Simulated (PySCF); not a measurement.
**Bromine: a sound run and one with changed settings**

Sound run: Br⁺ [Ar] 3d10 4s2 4p4, Br²⁺ [Ar] 3d10 4s2 4p3. Computed with PySCF 2.14 in jorge-DZP-DKH (8s6p2d1f, 43 functions), with scalar relativity by spin-free X2C-1e. The sound run starts from symmetry-adapted Hartree-Fock orbitals and uses a fine grid where one is needed.

Changed run: radial step 1.2 in ln r (0.13 in the sound run). This setting is unsound on purpose.

```tsv
species	method	sound run (hartree)	changed run (hartree)	converged
Br⁺	UHF	-2603.87640	-2603.87640	yes
Br⁺	TPSS	-2605.54781	-2591.56080	yes
Br⁺	M06-2X	-2605.77971	-2599.93981	yes
Br²⁺	UHF	-2603.13296	-2603.13296	yes
Br²⁺	TPSS	-2604.76189	-2590.82614	yes
Br²⁺	M06-2X	-2604.99826	-2599.16690	yes
```

Ionisation energy of Br⁺:

```tsv
method	sound run (eV)	changed run (eV)
UHF	20.230	20.230
TPSS	21.386	19.991
M06-2X	21.264	21.032
```

A coarse radial grid mis-integrates the density and the exchange-correlation energy, with errors of either sign; Hartree-Fock needs no grid.

For comparison, NIST gives 21.591 eV between the lowest levels.
